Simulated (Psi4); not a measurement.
Pair of molecules: N2 (SMILES N#N) (first 2 atoms) with CH4O (SMILES CO); geometry from B3LYP-D3(BJ)/def2-TZVP, rigid monomers moved along the line of their centres of mass till N2···H8 is 4.22 Å.
(charge 0, multiplicity 1):
```xyz
8

N      0.320     0.453    -0.179
N     -0.026     0.683     0.829
C     -0.100    -0.644     6.158
O     -1.348    -0.163     5.686
H      0.384    -1.315     5.438
H     -0.299    -1.208     7.069
H      0.593     0.169     6.401
H     -1.197     0.316     4.865
```

Level of theory: SAPT0/jun-cc-pV(D+d)Z run with Psi4.

Give the four SAPT terms and the total, and say what mostly holds the pair together.

electrostatics -0.13, exchange 0.00, induction -0.01, dispersion -0.06, total -0.20 kcal/mol; the largest attraction is electrostatics.
